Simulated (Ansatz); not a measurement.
Consider the formal exchange of groups at a P–Sb bond: `O[PH][SbH2]` + `[SiH3][SeH]` → `OP[SiH2][SeH]` + `[SbH3]`.

Computed with Ansatz on PBE0-D4/def2-TZVP structures; ΔE is electronic, products minus reactants. CCSD(T)/CBS is the MP2 limit (def2-TZVPP, def2-QZVPP) plus CCSD(T) − MP2 in def2-TZVPP, frozen cores. def2 core potentials past Kr. For Sb, Se outer-core shells are correlated without core-valence functions, which leaves a few kJ/mol of doubt a bond. Scalar relativity is left out up to krypton. Each species was taken in one conformer, which may not be the lowest.

`O[PH][SbH2]`:

Z-matrix (Å, degrees):
```
P
Sb 1 2.542
O 1 1.646 2 105.0
H 1 1.432 2 90.3 3 -101.6
H 2 1.715 1 92.3 3 32.7
H 2 1.707 1 91.1 3 -58.7
H 3 0.962 1 114.4 2 -40.3
```

`[SiH3][SeH]`:

Z-matrix (Å, degrees):
```
Si
Se 1 2.279
H 1 1.484 2 111.4
H 1 1.484 2 111.5 3 -122.1
H 1 1.483 2 104.9 3 119.0
H 2 1.469 1 93.0 3 60.4
```

`OP[SiH2][SeH]`:

```xyz
9

O     1.643    0.256    1.267
P    -0.014    0.334    1.361
Si   -0.510    0.312   -0.843
Se   -0.200   -1.783   -1.687
H     1.963   -0.423    1.865
H    -0.160    1.749    1.458
H    -1.921    0.763   -0.986
H     0.388    1.169   -1.659
H    -1.189   -2.377   -0.777
```

`[SbH3]`:

Z-matrix (Å, degrees):
```
Sb
H 1 1.707
H 1 1.707 2 91.4
H 1 1.707 2 91.4 3 91.4
```

```json
{"species": "`O[PH][SbH2]`", "CCSD(T)/CBS(def2) energy (Eh)": "-658.52726"}
{"species": "`[SiH3][SeH]`", "CCSD(T)/CBS(def2) energy (Eh)": "-2692.20088"}
{"species": "`OP[SiH2][SeH]`", "CCSD(T)/CBS(def2) energy (Eh)": "-3108.93406"}
{"species": "`[SbH3]`", "CCSD(T)/CBS(def2) energy (Eh)": "-241.78682"}
```

Problem. Work out ΔE.

Solution. ΔE = (-3108.93406) + (-241.78682) − (-658.52726) − (-2692.20088) = 0.00726 Eh = +0.20 eV.

Largest T1 diagnostic among the species: 0.014.

From BLYP to BHLYP (50 % exact exchange), in def2-TZVPP and without D4, ΔE moves by −0.03 eV. At CCSD(T), def2-SVP lies −0.08 eV from the extrapolated value and def2-TZVPP −0.05 eV.
